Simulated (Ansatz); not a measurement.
Ansatz (a first-principles code) input (PBE/6-31G*):

Ansatz 0.2 input:
```yaml
crystal:
  periodic: [false, false, false]
  atoms:
    - {symbol: O, position_ang: [1.79949900, -0.48042500, 0.23946600]}
    - {symbol: B, position_ang: [0.83576600, 0.38591500, -0.07499200]}
    - {symbol: Si, position_ang: [-1.15967200, 0.12365700, -0.09746900]}
    - {symbol: H, position_ang: [2.70270200, -0.14399000, 0.18307200]}
    - {symbol: H, position_ang: [-1.66381200, -1.22397000, 0.28862100]}
    - {symbol: H, position_ang: [-1.63008100, 0.42426200, -1.47208100]}
    - {symbol: H, position_ang: [-1.74821900, 1.12633100, 0.82419400]}
basis:
  gaussian:
    orbitals: 6-31G*
hamiltonian:
  xc: {name: PBE}
magnetization: {spin_polarized: true, initial_magnetization: 1}
relax: {f_tol: 0.003, max_steps: 120}
```

From the output:

```
mean field evaluation 16: about -10656.5362 eV, gradient 1.3e-5 eV
mean field -10656.53619296 eV, -391.6204818316 hartree, gradient 1.3e-5 eV, S^2 0.752481; 0 other end points of the search recorded, 0 dependent functions left out
the calculation of the forces begins
reference -10656.53622473 eV, -391.6204829992 hartree; 16, 15 occupied and 41, 42 virtual orbitals, 662 factors
relax step   1: F+E_penalty+E_count = -10656.53619296 eV  Δ(F+E_penalty+E_count) = +0.000e0 eV  max|allowed force component| = 8.206e-1 eV/Å  Δτ_max = 0.0000 Å  (32 SCF iters, accepted)
these checks for a lower state are left out or cut short: starts, cluster_reference, orbital_swaps, neighbouring_geometries, increment
integrals: 0.01 GiB planned
662 factors; their error is unknown
mean field: 0.14 GiB planned
mean field -10656.55905480 eV, -391.6213219887 hartree, gradient 8.1e-6 eV, S^2 0.752556; 0 other end points of the search recorded, 0 dependent functions left out
the calculation of the forces begins
reference -10656.55908657 eV, -391.6213231561 hartree; 16, 15 occupied and 41, 42 virtual orbitals, 662 factors
relax step   2: F+E_penalty+E_count = -10656.55905480 eV  Δ(F+E_penalty+E_count) = -2.286e-2 eV  max|allowed force component| = 3.688e-1 eV/Å  Δτ_max = 0.0407 Å  (31 SCF iters, accepted)
these checks for a lower state are left out or cut short: starts, cluster_reference, orbital_swaps, neighbouring_geometries, increment
integrals: 0.01 GiB planned
662 factors; their error is unknown
mean field: 0.14 GiB planned
mean field evaluation 32: about -10656.5624 eV, gradient 2.7e-5 eV
mean field -10656.56235296 eV, -391.6214431939 hartree, gradient 8.0e-6 eV, S^2 0.752579; 0 other end points of the search recorded, 0 dependent functions left out
the calculation of the forces begins
reference -10656.56238477 eV, -391.6214443629 hartree; 16, 15 occupied and 41, 42 virtual orbitals, 662 factors
relax step   3: F+E_penalty+E_count = -10656.56235296 eV  Δ(F+E_penalty+E_count) = -3.298e-3 eV  max|allowed force component| = 1.112e-1 eV/Å  Δτ_max = 0.0096 Å  (32 SCF iters, accepted)
these checks for a lower state are left out or cut short: starts, cluster_reference, orbital_swaps, neighbouring_geometries, increment
integrals: 0.01 GiB planned
662 factors; their error is unknown
mean field: 0.14 GiB planned
mean field -10656.56345432 eV, -391.6214836683 hartree, gradient 8.1e-6 eV, S^2 0.752584; 0 other end points of the search recorded, 0 dependent functions left out
the calculation of the forces begins
reference -10656.56348608 eV, -391.6214848354 hartree; 16, 15 occupied and 41, 42 virtual orbitals, 662 factors
relax step   4: F+E_penalty+E_count = -10656.56345432 eV  Δ(F+E_penalty+E_count) = -1.101e-3 eV  max|allowed force component| = 6.094e-2 eV/Å  Δτ_max = 0.0178 Å  (31 SCF iters, accepted)
these checks for a lower state are left out or cut short: starts, cluster_reference, orbital_swaps, neighbouring_geometries, increment
integrals: 0.01 GiB planned
662 factors; their error is unknown
mean field: 0.14 GiB planned
mean field -10656.56354740 eV, -391.6214870886 hartree, gradient 2.2e-5 eV, S^2 0.752587; 0 other end points of the search recorded, 0 dependent functions left out
the calculation of the forces begins
reference -10656.56357917 eV, -391.6214882563 hartree; 16, 15 occupied and 41, 42 virtual orbitals, 662 factors
relax step   5: F+E_penalty+E_count = -10656.56354740 eV  Δ(F+E_penalty+E_count) = -9.307e-5 eV  max|allowed force component| = 7.407e-3 eV/Å  Δτ_max = 0.0032 Å  (24 SCF iters, accepted)
these checks for a lower state are left out or cut short: starts, cluster_reference, orbital_swaps, neighbouring_geometries, increment
integrals: 0.01 GiB planned
662 factors; their error is unknown
mean field: 0.14 GiB planned
mean field -10656.56355578 eV, -391.6214873966 hartree, gradient 3.0e-5 eV, S^2 0.752587; 0 other end points of the search recorded, 0 dependent functions left out
the calculation of the forces begins
reference -10656.56358755 eV, -391.6214885644 hartree; 16, 15 occupied and 41, 42 virtual orbitals, 662 factors
relax step   6: F+E_penalty+E_count = -10656.56355578 eV  Δ(F+E_penalty+E_count) = -8.383e-6 eV  max|allowed force component| = 3.084e-3 eV/Å  Δτ_max = 0.0011 Å  (21 SCF iters, accepted)
these checks for a lower state are left out or cut short: starts, cluster_reference, orbital_swaps, neighbouring_geometries, increment
integrals: 0.01 GiB planned
662 factors; their error is unknown
mean field: 0.14 GiB planned
mean field -10656.56355711 eV, -391.6214874456 hartree, gradient 1.4e-5 eV, S^2 0.752588; 0 other end points of the search recorded, 0 dependent functions left out
the calculation of the forces begins
reference -10656.56358889 eV, -391.6214886133 hartree; 16, 15 occupied and 41, 42 virtual orbitals, 662 factors
relax step   7: F+E_penalty+E_count = -10656.56355711 eV  Δ(F+E_penalty+E_count) = -1.333e-6 eV  max|allowed force component| = 9.103e-4 eV/Å  Δτ_max = 0.0005 Å  (21 SCF iters, accepted)
integrals: 0.01 GiB planned
662 factors; their error is unknown
mean field: 0.14 GiB planned
mean field evaluation 64: about -10652.8776 eV, gradient 3.2e1 eV
mean field -10656.56355711 eV, -391.6214874456 hartree, gradient 1.4e-5 eV, S^2 0.752588; 1 other end points of the search recorded, 0 dependent functions left out
the calculation of the forces begins
reference -10656.56358889 eV, -391.6214886133 hartree; 16, 15 occupied and 41, 42 virtual orbitals, 662 factors
Total energy: -10656.56358889 eV, -391.6214886133 hartree
Atom 0 at     1.814753    -0.497698     0.245532 Å, force     0.000863     0.000865    -0.000220 eV/Å
Atom 1 at     0.849880     0.387850    -0.074857 Å, force     0.000910    -0.000544     0.000213 eV/Å
Atom 2 at    -1.148204     0.110658    -0.092905 Å, force    -0.000853    -0.000142    -0.000001 eV/Å
Atom 3 at     2.715781    -0.117030     0.175502 Å, force    -0.000536    -0.000224     0.000041 eV/Å
Atom 4 at    -1.713544    -1.236719     0.289960 Å, force    -0.000493    -0.000056    -0.000008 eV/Å
Atom 5 at    -1.631878     0.429573    -1.480078 Å, force     0.000053     0.000059     0.000015 eV/Å
Atom 6 at    -1.750605     1.135145     0.827657 Å, force     0.000056     0.000042    -0.000040 eV/Å
Dipole moment:     0.466292     0.021774     0.017332 e Å
```

The geometry given is a B3LYP-D3(BJ)/def2-TZVP minimum.
